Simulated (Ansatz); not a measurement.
This triplet is an excited state, 1.86 eV above the relaxed singlet at the level frozen-core CCSD(T)/cc-pVTZ // PBE0-D3(BJ)/def2-TZVP (Ansatz, a first-principles code).

The numbers are results of PBE0-D3(BJ)/def2-TZVP run with Ansatz, not measurements. No frequencies were computed at this level.

Ansatz 0.2 input:
```yaml
crystal:
  periodic: [false, false, false]
  atoms:
    - { symbol: N, position_ang: [-0.606306, 0.093375, -0.100955] }
    - { symbol: Ge, position_ang: [1.013083, -0.421547, 0.665579] }
    - { symbol: H, position_ang: [-1.25038, -0.612695, -0.432532] }
    - { symbol: H, position_ang: [-1.151628, 0.830395, 0.326902] }
    - { symbol: H, position_ang: [1.995231, 0.110472, -0.458993] }
basis:
  gaussian: { orbitals: def2-tzvp }
hamiltonian:
  xc: pbe0
  dispersion: d3bj
relax:
  max_steps: 150
magnetization:
  spin_polarized: true
  initial_magnetization: 2
```

Output:

```
Functional definition: PBE0
688 factors; their error is unknown
mean field evaluation 1: about -58039.5834 eV, gradient 4.2e1 eV
mean field evaluation 2: about -58014.3944 eV, gradient 7.7e1 eV
mean field evaluation 4: about -58046.3634 eV, gradient 2.5e0 eV
mean field evaluation 8: about -58046.4097 eV, gradient 1.8e-1 eV
mean field evaluation 16: about -58046.6831 eV, gradient 1.7e-4 eV
mean field -58046.68310017 eV, -2133.1762584762 hartree, gradient 2.1e-5 eV, S^2 2.006518; 0 other end points of the search recorded, 0 dependent functions left out
reference -58046.68312373 eV, -2133.1762593421 hartree; 22, 20 occupied and 75, 77 virtual orbitals, 688 factors
relax step   1: F+E_penalty+E_count = -58046.74096210 eV  Δ(F+E_penalty+E_count) = +0.000e0 eV  max|allowed force component| = 6.434e-1 eV/Å  Δτ_max = 0.0000 Å  (32 SCF iters, accepted)
these checks for a lower state are left out or cut short: starts, cluster_reference, orbital_swaps, neighbouring_geometries, increment
688 factors; their error is unknown
mean field -58046.75842579 eV, -2133.1790266418 hartree, gradient 2.4e-5 eV, S^2 2.005498; 0 other end points of the search recorded, 0 dependent functions left out
reference -58046.75844992 eV, -2133.1790275287 hartree; 22, 20 occupied and 75, 77 virtual orbitals, 688 factors
relax step   2: F+E_penalty+E_count = -58046.81563156 eV  Δ(F+E_penalty+E_count) = -7.467e-2 eV  max|allowed force component| = 3.582e-1 eV/Å  Δτ_max = 0.1915 Å  (33 SCF iters, accepted)
these checks for a lower state are left out or cut short: starts, cluster_reference, orbital_swaps, neighbouring_geometries, increment
688 factors; their error is unknown
mean field evaluation 32: about -58046.7728 eV, gradient 2.0e-5 eV
mean field -58046.77275511 eV, -2133.1795532345 hartree, gradient 2.0e-5 eV, S^2 2.005110; 0 other end points of the search recorded, 0 dependent functions left out
reference -58046.77277914 eV, -2133.1795541176 hartree; 22, 20 occupied and 75, 77 virtual orbitals, 688 factors
relax step   3: F+E_penalty+E_count = -58046.83003335 eV  Δ(F+E_penalty+E_count) = -1.440e-2 eV  max|allowed force component| = 1.253e-1 eV/Å  Δτ_max = 0.0243 Å  (35 SCF iters, accepted)
these checks for a lower state are left out or cut short: starts, cluster_reference, orbital_swaps, neighbouring_geometries, increment
688 factors; their error is unknown
mean field -58046.77584569 eV, -2133.1796668111 hartree, gradient 1.2e-5 eV, S^2 2.004917; 0 other end points of the search recorded, 0 dependent functions left out
reference -58046.77586964 eV, -2133.1796676915 hartree; 22, 20 occupied and 75, 77 virtual orbitals, 688 factors
relax step   4: F+E_penalty+E_count = -58046.83320605 eV  Δ(F+E_penalty+E_count) = -3.173e-3 eV  max|allowed force component| = 8.040e-2 eV/Å  Δτ_max = 0.0144 Å  (35 SCF iters, accepted)
these checks for a lower state are left out or cut short: starts, cluster_reference, orbital_swaps, neighbouring_geometries, increment
688 factors; their error is unknown
mean field -58046.77592835 eV, -2133.1796698490 hartree, gradient 2.2e-5 eV, S^2 2.004929; 0 other end points of the search recorded, 0 dependent functions left out
reference -58046.77595230 eV, -2133.1796707291 hartree; 22, 20 occupied and 75, 77 virtual orbitals, 688 factors
relax step   5: F+E_penalty+E_count = -58046.83328715 eV  Δ(F+E_penalty+E_count) = -8.109e-5 eV  max|allowed force component| = 3.085e-2 eV/Å  Δτ_max = 0.0024 Å  (26 SCF iters, accepted)
these checks for a lower state are left out or cut short: starts, cluster_reference, orbital_swaps, neighbouring_geometries, increment
688 factors; their error is unknown
mean field -58046.77594483 eV, -2133.1796704546 hartree, gradient 1.1e-5 eV, S^2 2.004926; 0 other end points of the search recorded, 0 dependent functions left out
reference -58046.77596878 eV, -2133.1796713348 hartree; 22, 20 occupied and 75, 77 virtual orbitals, 688 factors
relax step   6: F+E_penalty+E_count = -58046.83330187 eV  Δ(F+E_penalty+E_count) = -1.472e-5 eV  max|allowed force component| = 4.882e-4 eV/Å  Δτ_max = 0.0004 Å  (25 SCF iters, accepted)
688 factors; their error is unknown
mean field evaluation 64: about -58046.7759 eV, gradient 8.4e-3 eV
mean field -58046.77594483 eV, -2133.1796704546 hartree, gradient 1.1e-5 eV, S^2 2.004926; 1 other end points of the search recorded, 0 dependent functions left out
reference -58046.77596878 eV, -2133.1796713348 hartree; 22, 20 occupied and 75, 77 virtual orbitals, 688 factors
Total energy: -58046.83332582 eV, -2133.1817791671 hartree
Atom 0 at    -0.670386     0.120236    -0.142512 Å, force    -0.000218     0.000293    -0.000325 eV/Å
Atom 1 at     0.980508    -0.350841     0.539828 Å, force    -0.000023    -0.000267     0.000488 eV/Å
Atom 2 at    -1.284238    -0.645219    -0.386943 Å, force     0.000053     0.000049     0.000134 eV/Å
Atom 3 at    -1.186383     0.813048     0.383076 Å, force     0.000087    -0.000212    -0.000033 eV/Å
Atom 4 at     2.160499     0.062776    -0.393448 Å, force     0.000100     0.000136    -0.000264 eV/Å
Dipole moment:    -0.302007    -0.018782     0.073949 e Å
```

Cost: roughly 16 core-seconds.
